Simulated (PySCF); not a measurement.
**`[SiH3]c1ccc2cccc-2cc1`, C$_{10}$H$_{10}$Si**

Molfile (atoms numbered from 1):
```
C10H10Si
     RDKit          3D

 21 22  0  0  0  0  0  0  0  0999 V2000
    3.6698    0.1926   -0.4455 Si  0  0  0  0  0  4  0  0  0  0  0  0
    1.7900    0.1313   -0.2524 C   0  0  0  0  0  0  0  0  0  0  0  0
    1.2826   -1.0465    0.3240 C   0  0  0  0  0  0  0  0  0  0  0  0
   -0.0353   -1.4130    0.5937 C   0  0  0  0  0  0  0  0  0  0  0  0
   -1.2114   -0.7050    0.3631 C   0  0  0  0  0  0  0  0  0  0  0  0
   -2.5104   -1.1388    0.6624 C   0  0  0  0  0  0  0  0  0  0  0  0
   -3.4126   -0.1333    0.2751 C   0  0  0  0  0  0  0  0  0  0  0  0
   -2.7144    0.9511   -0.2731 C   0  0  0  0  0  0  0  0  0  0  0  0
   -1.3414    0.6520   -0.2443 C   0  0  0  0  0  0  0  0  0  0  0  0
   -0.3155    1.4713   -0.6969 C   0  0  0  0  0  0  0  0  0  0  0  0
    1.0644    1.2440   -0.7011 C   0  0  0  0  0  0  0  0  0  0  0  0
    4.3328   -0.0545    0.8719 H   0  0  0  0  0  0  0  0  0  0  0  0
    4.1301   -0.8690   -1.3936 H   0  0  0  0  0  0  0  0  0  0  0  0
    4.0814    1.5297   -0.9679 H   0  0  0  0  0  0  0  0  0  0  0  0
    2.0260   -1.7995    0.6106 H   0  0  0  0  0  0  0  0  0  0  0  0
   -0.1686   -2.3988    1.0534 H   0  0  0  0  0  0  0  0  0  0  0  0
   -2.7642   -2.0957    1.1180 H   0  0  0  0  0  0  0  0  0  0  0  0
   -4.4971   -0.1893    0.3854 H   0  0  0  0  0  0  0  0  0  0  0  0
   -3.1479    1.8734   -0.6589 H   0  0  0  0  0  0  0  0  0  0  0  0
   -0.6364    2.4345   -1.1096 H   0  0  0  0  0  0  0  0  0  0  0  0
    1.6562    2.0647   -1.1193 H   0  0  0  0  0  0  0  0  0  0  0  0
  1  2  1  0
  2  3  2  0
  3  4  1  0
  4  5  2  0
  5  6  1  0
  6  7  2  0
  7  8  1  0
  8  9  2  0
  9 10  1  0
 10 11  2  0
 11  2  1  0
  9  5  1  0
  1 12  1  0
  1 13  1  0
  1 14  1  0
  3 15  1  0
  4 16  1  0
  6 17  1  0
  7 18  1  0
  8 19  1  0
 10 20  1  0
 11 21  1  0
M  END
```

Computed with TDDFT CAM-B3LYP/def2-SVPD excited states, vertical, gas phase (PySCF 2.14.0). Geometry: PBE0-D3(BJ)/def2-SVP.

Q: Give the one- and two-photon strengths of the lowest singlets.

A: δ for parallel linear polarisation; σ at the peak of a Lorentzian of half width 0.1 eV, single beam; Ω is circular over linear.
```
state  E (eV)      f  photon λ (nm)  δ (au)  σ (GM)     Ω                                  main
   S1    2.31  0.008           1075    1.21    0.00  1.29                        HOMO→LUMO 0.97
   S2    3.68  0.000            674     2.9    0.01  0.38    HOMO→LUMO+1 0.50, HOMO−1→LUMO 0.49
   S3    4.72  0.072            526     884    7.21  1.43  HOMO−1→LUMO+1 0.84, HOMO−2→LUMO 0.11
   S4    4.94  1.402            502     198    1.77  0.25    HOMO−1→LUMO 0.47, HOMO→LUMO+1 0.47
   S5    5.56  0.003            446    3.01    0.03  1.48                      HOMO−3→LUMO 0.96
   S6    5.66  0.000            438     2.7    0.03  1.50    HOMO→LUMO+2 0.77, HOMO→LUMO+5 0.10
```

Among these, the strongest one-photon state is S4, the strongest two-photon state S3, with a dipole change of 1.5 D (relaxed, norm of the difference vector). Half the energy of S3, S4, S5, S6 comes within 0.4 eV of the allowed S1 or passes it, which inflates δ.
